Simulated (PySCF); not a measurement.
**Spinor energies of Sm⁴⁴⁺ (samarium, charge +44)**

Start: [Ar]. Calculated with PySCF 2.14 in an uncontracted even-tempered set (18 s from 10 bohr⁻², ratio 2.4; 14 p from 13 bohr⁻², ratio 2.4; 4 d from 52 bohr⁻², ratio 2.6; 4 f from 77 bohr⁻², ratio 2.6): generalised Hartree-Fock with the X2C-1e Hamiltonian and a Gaussian nucleus; one run each with spin-orbit coupling (SO) switched off, then screened by Boettger's factors.

```csv
spinor shell,electrons,"ε, spin-free (eV)","ε, screened SO (eV)",weight of nominal j (screened SO),"rms radius, screened SO (bohr)"
1s1/2,2,-49788.0,-49780.7,1.000,0.0259
2s1/2,2,-10443.5,-10441.4,1.000,0.104
2p1/2,2,-9609.5,-10041.1,1.000,0.0887
2p3/2,4,-9609.5,-9423.1,1.000,0.0946
3s1/2,2,-3989.1,-3988.5,1.000,0.252
3p1/2,2,-3718.5,-3824.7,1.000,0.241
```

Q: Where does 3p3/2 lie, and what is the 3p spin-orbit splitting (screened SO)?

A: At -3672.1 eV, 152.51 eV above 3p1/2.

```csv
quantity,spin-free,screened SO
E (hartree),-8714.86611,-8720.70508
M_J,0,0
⟨J²⟩,0.000,0.000
⟨L²⟩,0.000,0.025
⟨S²⟩,0.000,0.025
```

Breit and QED terms are absent; they matter most for the inner s and p1/2 levels.

Densities and radii are taken from the X2C orbitals without a picture-change correction, which distorts them close to the nucleus.

Without spin-orbit coupling the j labels of p, d and f shells carry no meaning; the spin-free column gives the mean over the occupied spinors of each nl shell.
